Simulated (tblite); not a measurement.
C4H9Si2 (doublet state).
Numbering: `[CH:1]#[C:2][SiH2:3][CH2:4][CH2:5][SiH2:6]` (hydrogens: H7 on C1; H8, H9 on Si3; H10, H11 on C4; H12, H13 on C5; H14, H15 on Si6)

Structure used (GFN2-xTB), in Å, numbered top down from 1:
```xyz
15
C4H9Si2 angstrom
C      1.692    2.869   -0.228
C      1.744    1.668   -0.196
Si     1.786   -0.181   -0.119
C      0.034   -0.805   -0.535
C     -1.026   -0.252    0.425
Si    -2.746   -0.943    0.028
H      1.653    3.920   -0.259
H      2.142   -0.571    1.252
H      2.768   -0.683   -1.087
H     -0.229   -0.527   -1.558
H      0.018   -1.897   -0.502
H     -1.024    0.838    0.364
H     -0.746   -0.504    1.451
H     -3.241   -0.538   -1.283
H     -2.829   -2.388    0.215
```

Level: GFN2-xTB in tblite, geometry and Hessian alike; calculated harmonic values, unscaled, isolated species. Errors from tens to a few hundred cm⁻¹ against measured bands are possible. Modes of hydrogen on silicon can be 10 to 20 % off. One conformer, not necessarily the lowest. Open shells enter through the occupations alone, without spin polarisation, and single modes of such species can be off by tens of per cent.

Harmonic wavenumbers (cm⁻¹): 47.7, 51.6, 123.3, 134.2, 173.6, 212.5, 225.5, 303.7, 473.7, 481.6, 530.0, 558.1, 648.8, 656.3, 682.4, 683.4, 709.7, 753.1, 771.7, 775.0, 785.1, 837.6, 1041.8, 1080.5, 1205.8, 1271.1, 1310.7, 1482.5, 1489.4, 2204.9, 2208.0, 2221.8, 2277.0, 2290.0, 2946.0, 2959.4, 2967.9, 2974.3, 3351.3.

A = 4356, B = 960.0, C = 824.1 MHz; mass 113.024 u (most abundant isotopes); point group C1, symmetry number 1; spin multiplicity 2.

Task: What is the zero-point energy?

Result: ½Σν̃ = 22951 cm⁻¹ = 65.62 kcal/mol.

Task: Give the ideal-gas entropy at 350 K and 1 bar in the rigid-rotor, harmonic-oscillator model (classical rotation).

Result: Translation 40.91, rotation 29.40, vibration 33.90, spin (R ln 2) 1.38: S = 105.6 cal/(mol K).

Task: And Cp and H(350 K) − H(0)?

Result: Cp = 40.93 cal/(mol K), of which vibrations give 32.98 (their classical limit is 39 R = 77.5); H(350 K) − H(0) = 8.86 kcal/mol without the zero-point energy, 6.08 from vibrations.

Task: How do the functions run with temperature in this model?

Result: 
```csv
T (K),S (cal/(mol K)),Cp (cal/(mol K)),H − H(0) (kcal/mol),G − H(0) (kcal/mol),ln q(vib)
100,70.7,18.7,1.32,-5.75,1.88
200,86.5,28.0,3.65,-13.65,4.50
300,99.6,37.1,6.91,-22.96,7.06
500,121.8,50.0,15.73,-45.18,11.97
800,148.1,61.8,32.65,-85.84,18.61
1000,162.5,67.0,45.55,-116.93,22.57
```

q(vib) and H(0) count from the zero-point level.

Task: Which modes carry the vibrational entropy at 350 K?

Result: 47.7 cm⁻¹: 5.23; 51.6 cm⁻¹: 5.07; 123.3 cm⁻¹: 3.36; 134.2 cm⁻¹: 3.19; 173.6 cm⁻¹: 2.70; 212.5 cm⁻¹: 2.32 cal/(mol K); the other 33 give 12.03 together.

Task: Blend soft modes into free rotors: weight 1/[1 + (100 cm⁻¹/ν̃)⁴] for the oscillator and the rest for a rotor with moment μB/(μ + B), μ = h/(8π²ν), B = 10⁻⁴⁴ kg m². What vibrational entropy results?

Result: 30.89 cal/(mol K) in place of 33.90, which changes −T·S at 350 K by +1.05 kcal/mol.

Task: What must be added to the electronic energy to get the Gibbs energy at 350 K and 1 bar?

Result: ZPE + [H(350 K) − H(0)] − T·S = 65.62 + 8.86 − 36.96 = 37.52 kcal/mol.

Hindered rotation and anharmonicity are outside this model. Other conformers, if any are populated, would add a mixing term that is left out. The structure is chiral; the term R ln 2 for an equal mix with its mirror image is left out.
